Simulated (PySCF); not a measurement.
A GIAO shielding run with PySCF (density fitting, non-relativistic, gas phase) on SMILES [C@@H]1(C[SiH3])C[Si@@H](S)[SiH2]1, C₃H₁₂SSi₃:

```
$ OMP_NUM_THREADS=1 python probes_run.py task.json out

{"job": {"kind": "nmr", "xc": "PBE0", "basis": "pcSseg-1"}, "charge": 0, "multiplicity": 1}
Si     2.791054     0.489900     0.287009
C      1.435552    -0.475357    -0.640294
C      0.039587     0.117821    -0.484879
C     -0.459495     0.132563     0.983018
Si    -2.269894    -0.485248     0.759276
S     -3.755411     1.073792     1.023670
Si    -1.396821    -0.842341    -1.369738
H      2.700652     1.905403    -0.080220
H      2.631872     0.352699     1.736233
H      4.099946    -0.041063    -0.097307
H      1.421589    -1.513626    -0.299137
H      1.686467    -0.507613    -1.703909
H      0.075076     1.148079    -0.855340
H      0.107597    -0.586217     1.574146
H     -0.319108     1.101686     1.459975
H     -2.745135    -1.443050     1.754513
H     -3.156084     1.979761     0.266585
H     -1.021506    -2.213339    -1.729020
H     -1.875742    -0.184601    -2.592044
```

Hardware: 1 thread of an Arm Neoverse V1, shared host. The job also computes population analyses, field gradients, ring-centre shieldings.

(1) How large is the calculation?

(2) How long does it take, and how much memory does it need?

Answers

(1) 88 electrons, 207 basis functions and 1169 auxiliary functions.

(2) 44 s of wall time, with 12 SCF cycles and 5 response iterations; peak memory 1 GiB. Times on a shared host scatter by some tens of per cent.
